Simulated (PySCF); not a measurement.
Br$_{3}$Ti, doublet, geometry from GFN2-xTB (such geometries of metal compounds can be far from the true shape) (the multiplicity is a formal guess); PySCF with PBE/STO-3G.

Input for PySCF:
```python
from pyscf import gto, scf, dft

mol = gto.Mole()
mol.atom = '''
    Ti   -0.277942    0.256626    0.509917
    Br   -1.663306   -1.447197   -0.343932
    Br    0.032838    1.930198   -1.119157
    Br    1.805174   -0.644309    1.142570
'''
mol.basis = 'sto-3g'
mol.charge = 0
mol.spin = 1
mol.verbose = 4
mol.build()

mf = dft.UKS(mol)
mf.xc = 'pbe'
mf.kernel()
```

Q: What does PySCF print? Leave out banner, timings and long lists.

A: 
```
PySCF version 2.14.0

[INPUT] verbose = 4
[INPUT] num. atoms = 4
[INPUT] num. electrons = 127
[INPUT] charge = 0
[INPUT] spin (= nelec alpha-beta = 2S) = 1
[INPUT] symmetry False subgroup None
[INPUT] Mole.unit = angstrom
[INPUT] Symbol           X                Y                Z      unit          X                Y                Z       unit  Magmom
[INPUT]  1 Ti    -0.277942000000   0.256626000000   0.509917000000 AA   -0.525234258514   0.484952856443   0.963603476260 Bohr   0.0
[INPUT]  2 Br    -1.663306000000  -1.447197000000  -0.343932000000 AA   -3.143192801346  -2.734805978292  -0.649937285474 Bohr   0.0
[INPUT]  3 Br     0.032838000000   1.930198000000  -1.119157000000 AA    0.062054826478   3.647545586183  -2.114900220390 Bohr   0.0
[INPUT]  4 Br     1.805174000000  -0.644309000000   1.142570000000 AA    3.411284467186  -1.217567549592   2.159144378144 Bohr   0.0

nuclear repulsion = 1022.88622783698
number of shells = 32
number of NR pGTOs = 216
number of NR cGTOs = 72
basis = sto-3g
ecp = {}

******** <class 'pyscf.dft.uks.UKS'> ********
method = UKS
initial guess = minao
damping factor = 0
level_shift factor = 0
DIIS = <class 'pyscf.scf.diis.CDIIS'>
diis_start_cycle = 1
diis_space = 8
diis_damp = 0
SCF conv_tol = 1e-09
SCF conv_tol_grad = None
SCF max_cycles = 50
direct_scf = True
direct_scf_tol = 1e-13
number electrons alpha = 64  beta = 63
XC library pyscf.dft.libxc version 7.1.2
    S. Lehtola, C. Steigemann, M. J. T. Oliveira, and M. A. L. Marques,  SoftwareX 7, 1–5 (2018)
XC functionals = pbe
    J. P. Perdew, K. Burke, and M. Ernzerhof,  Phys. Rev. Lett. 77, 3865 (1996)
    J. P. Perdew, K. Burke, and M. Ernzerhof,  Phys. Rev. Lett. 78, 1396 (1997)
    J. P. Perdew, K. Burke, and M. Ernzerhof,  Phys. Rev. Lett. 77, 3865 (1996)
    J. P. Perdew, K. Burke, and M. Ernzerhof,  Phys. Rev. Lett. 78, 1396 (1997)
radial grids:
    Treutler-Ahlrichs [JCP 102, 346 (1995); DOI:10.1063/1.469408] (M4) radial grids

becke partition: Becke, JCP 88, 2547 (1988); DOI:10.1063/1.454033
pruning grids: <function nwchem_prune>
grids dens level: 3
symmetrized grids: False
atomic radii adjust function: <function treutler_atomic_radii_adjust>
small_rho_cutoff = 0
Set gradient conv threshold to 3.16228e-05
tot grids = 82176
init E= -8466.47338462167

cycle= 1 E= -8477.21267726336  delta_E= -10.7  |g|=  0.4  |ddm|= 2.15

cycle= 2 E= -8470.87054417215  delta_E= 6.34  |g|= 3.31  |ddm|= 3.94
cycle= 3 E= -8477.35652686963  delta_E= -6.49  |g|= 0.202  |ddm|= 3.15
cycle= 4 E= -8477.38699105657  delta_E= -0.0305  |g|= 0.0355  |ddm|= 0.321
cycle= 5 E= -8477.38791590936  delta_E= -0.000925  |g|= 0.0124  |ddm|= 0.0951
cycle= 6 E= -8477.38804097978  delta_E= -0.000125  |g|= 0.000556  |ddm|= 0.0269
cycle= 7 E= -8477.38804138037  delta_E= -4.01e-07  |g|= 0.000114  |ddm|= 0.0021
cycle= 8 E= -8477.38804139498  delta_E= -1.46e-08  |g|= 6.36e-06  |ddm|= 0.000337
cycle= 9 E= -8477.38804139505  delta_E= -7.64e-11  |g|= 3.72e-06  |ddm|= 3.52e-05
Extra cycle  E= -8477.38804139504  delta_E= 9.09e-12  |g|= 4.59e-06  |ddm|= 2.42e-05
converged SCF energy = -8477.38804139504  <S^2> = 0.75522855  2S+1 = 2.0052217
```
